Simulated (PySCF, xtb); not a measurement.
CH7ClO2Si2, SMILES OC[SiH2]O[SiH2]Cl.

GFN2-xTB in xtb at its own geometry gives an orbital gap of 4.79 eV and a dipole moment of 1.43 D.

Geometry: B3LYP-D3(BJ)/def2-SVP. The structure was generated by enumeration, and PubChem lists no compound with its InChIKey, so it may never have been made. The values are those of a single conformer.

**Question.** What does PySCF with B3LYP/def2-TZVP give? (The exact figures need the calculation; the answer reports its results.)

**Answer.** gap 7.04 eV (levels -7.28 and -0.24 eV), dipole 0.84 D.
